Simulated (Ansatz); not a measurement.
Geometry optimisation, RKS PBE0/def2-SVP in Ansatz 0.2.0.

input.yaml

```yaml
crystal:
  periodic: [false, false, false]
  atoms:
    - { symbol: B, position_ang: [0.0, 0.0, 0.0] }
    - { symbol: F, position_ang: [0.0, 0.0, 1.67] }
    - { symbol: H, position_ang: [1.0305, 0.0, -0.595] }
    - { symbol: H, position_ang: [-1.0305, 0.0, -0.595] }
    - { symbol: Br, position_ang: [0.0978, -2.2185, 0.7379] }
    - { symbol: H, position_ang: [0.0469, -1.0647, 1.7044] }
basis:
  gaussian: { orbitals: def2-SVP }
hamiltonian:
  xc: pbe0
relax:
  f_tol: 0.15
  max_steps: 25
  restrain:
    - { distance: [0, 4], at: 2.04, k: 30.0 }
    - { distance: [5, 1], at: 0.92, k: 30.0 }
    - { distance: [0, 1], at: 2.52, k: 30.0 }
    - { distance: [5, 4], at: 2.75, k: 30.0 }
```

Run as:

```bash
$ ansatz run input.yaml --threads 1 --pin off --max-ram 2048MiB --backend cpu --events-out ev --progress --plain --runs-dir out
```

Q: Where does it end, and by what steps?

A: It converged. The restraints hold the end off the free minimum. After 7 steps the energy has fallen by 1.299 eV (the restraints' own energy left out); H6 moved furthest, 0.67 Å. Parted: Br5–H6 (1.51 → 2.75 Å).

```tsv
step	energy less start (eV)	largest force component (eV/Å)	accepted
0	0.0000	4.893	yes
1	-0.5626	3.199	yes
2	-0.7758	3.345	yes
3	-1.1954	1.979	yes
4	-1.2738	1.413	yes
5	-1.2229	1.566	no
6	-1.3017	1.171	yes
7	-1.2992	1.186	yes
```

```xyz
6
Properties=species:S:1:pos:R:3
B 0.022 -0.463 -0.371
F 0.004 0.214 2.050
H 1.083 0.059 -0.567
H -1.069 -0.003 -0.563
Br 0.078 -2.403 0.113
H 0.028 -0.686 2.259
```

Run time: 24 s on 1 thread of Arm Neoverse V1, on a shared host, peak memory 0.17 GiB.
